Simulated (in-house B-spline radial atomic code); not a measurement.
## OLYP excitations of the potassium ion K⁺

Method: OLYP. Computed with a B-spline radial code for spherical atoms: linear response of the closed shell [Ne] 3s2 3p6 with the functional's adiabatic kernel; scalar-relativistic (spin-free one-electron X2C), finite nucleus, no spin-orbit coupling, no double excitations, S, P, D and F terms only. Only terms of natural parity with L up to 3 were computed.

Command:
```bash
python run_td.py task.json out
```
Settings (radii: box in bohr, nucleus in fm):
```
Z                        19
electrons                18
configuration            [Ne] 3s2 3p6
hamiltonian              x2c
method                   optx,lyp
box_radius               41.61
rms_radius               3.4349
intervals                75
```

Time taken, with all properties: 0.9 s on 1 thread of Arm Neoverse N1, with other jobs on the host.

The lowest states, in the order of their Tamm-Dancoff energies; the method's threshold (minus the highest occupied level) is 24.928 eV. Labels give the largest channel, * marks a mixed state, and oscillator strengths are full-response dipole values. Semilocal kernels can invert the small singlet-triplet splittings of Rydberg terms. Energies in eV:

```
     state  full response  Tamm-Dancoff  oscillator strength
3p → 4s 3P              ?             ?                    -
3p → 4s 1P         18.305        18.317                0.282
3p → 3d 3P              ?             ?                    -
3p → 3d 3F         19.951        20.029                    -
3p → 4p 3S         20.487        20.506                    -
3p → 4p 3D         20.543        20.551                    -
3p → 4p 1D         20.662        20.667                    -
3p → 3d 1F         21.032        21.042                    -
3p → 4p 1S         21.428        21.516                    -
3p → 3d 1P         22.520        22.604                0.712
```

Question: Where does 3p → 4s 3P lie?

Answer: At 18.033 eV in full response, 18.047 eV in Tamm-Dancoff.

Question: Where does 3p → 3d 3P lie?

Answer: At 19.751 eV in full response, 19.830 eV in Tamm-Dancoff.

Question: How large is the singlet-triplet splitting of 3p → 4s (P terms) in Tamm-Dancoff?

Answer: 0.27 eV, from the unrounded values.

Question: What polarisabilities and dispersion coefficient does the method give?

Answer: Dipole 5.655 bohr³, quadrupole 18.03 bohr⁵, C6 24.15 hartree·bohr⁶ for two such species.
